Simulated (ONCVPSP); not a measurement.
## Plane-wave convergence, ONCV potential for Be (Z = 4)

```json
{"Element": "Be", "Generator": "ONCVPSP 4.0.1", "Type": "optimised norm-conserving Vanderbilt (ONCV)", "Functional": "PBE", "Relativity": "scalar-relativistic", "Frozen core": "none", "Valence charge": "4", "Reference configuration": "1s2 2s1 (charge +1)", "Partial waves": "1s+2s: rc 0.75 bohr, ncon 3, nbas 6, qcut 16 1/bohr, 3 projectors, debl 3.5 Ha; p scattering state at 0.23 Ha: rc 0.70 bohr, ncon 4, nbas 7, qcut 13.9 1/bohr, 1 projector; d scattering state at 0.16 Ha: rc 0.60 bohr, ncon 4, nbas 7, qcut 16.3 1/bohr, 3 projectors, debl 2.4 Ha", "Local potential": "polynomial inside 0.55 bohr (lpopt 5, dvloc0 3 Ha)", "Core correction": "none"}
```

Q: For each optimised wave give the share of its norm inside rc, the residual kinetic energy above qcut (Ha) and the cutoffs (Ha) for errors of 10, 1, 0.1 and 0.01 mHa per electron.

A:

```json
{"wave": "1s", "norm inside rc": "0.898", "residual KE": "3.9e-06", "10 mHa": "72.5", "1 mHa": "91.8", "0.1 mHa": "107.1", "0.01 mHa": "120.2"}
{"wave": "2s", "norm inside rc": "0.027", "residual KE": "8.2e-07", "10 mHa": "48.3", "1 mHa": "73.6", "0.1 mHa": "93.6", "0.01 mHa": "110.0"}
{"wave": "s projector 3", "norm inside rc": "0.025", "residual KE": "1.7e-06", "10 mHa": "51.9", "1 mHa": "78.3", "0.1 mHa": "98.6", "0.01 mHa": "115.9"}
{"wave": "p projector 1", "norm inside rc": "0.023", "residual KE": "2.0e-06", "10 mHa": "12.0", "1 mHa": "31.9", "0.1 mHa": "56.8", "0.01 mHa": "77.3"}
{"wave": "d projector 1", "norm inside rc": "0.000", "residual KE": "2.6e-08", "10 mHa": "2.3", "1 mHa": "4.9", "0.1 mHa": "12.8", "0.01 mHa": "24.4"}
{"wave": "d projector 2", "norm inside rc": "0.003", "residual KE": "3.0e-07", "10 mHa": "8.7", "1 mHa": "17.6", "0.1 mHa": "34.2", "0.01 mHa": "66.6"}
{"wave": "d projector 3", "norm inside rc": "0.006", "residual KE": "4.9e-07", "10 mHa": "13.0", "1 mHa": "24.6", "0.1 mHa": "49.4", "0.01 mHa": "79.1"}
```

The occupied waves need 92 Ha and 107 Ha for 1 and 0.1 mHa. Rows with under 1 % of the norm inside rc give no meaningful cutoff.
